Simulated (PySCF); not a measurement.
Al(H)3 anion (AlH₃), SMILES [AlH3] (connectivity only; charge and spin as stated), charge -1, multiplicity 2. Atoms are numbered in the order given.

```xyz
4

Al     0.0000     0.0000    -0.0953
H      1.3463     0.7773     0.4129
H     -1.3463     0.7773     0.4129
H      0.0000    -1.5545     0.4129
```
Charge -1, spin multiplicity 2.

Geometry optimised at B3LYP-D3(BJ)/def2-TZVPD. The multiplicity is an assumed one; other spin states were not compared. The isomer is the one that the SMILES or the coordinates give; other isomers of the formula were not compared.

Calculation: PBE0/pcH-1 (PySCF).

Unrestricted Kohn–Sham, ⟨S²⟩ = 0.752. Hyperfine tensors hold the contact and dipolar terms, without spin-orbit corrections.

Computed hyperfine couplings:
| nucleus | A(iso) (MHz) | A(iso) (G) | dipolar principal values (MHz) |
|---|---|---|---|
| 27Al no. 1 | 351.1 | 125.3 | -49.2, -49.2, 98.3 |
| 1H no. 2 | 8.6 | 3.1 | -5.3, -0.3, 5.7 |
| 1H no. 3 | 8.6 | 3.1 | -5.3, -0.3, 5.7 |
| 1H no. 4 | 8.6 | 3.1 | -5.3, -0.3, 5.7 |

Task: And the g tensor (effective nuclear charges for spin-orbit coupling, GIAO)? (Estimate from the structure and the level; the computed values follow.)

Result: principal values 2.0023, 2.0034, 2.0034; isotropic 2.0030.
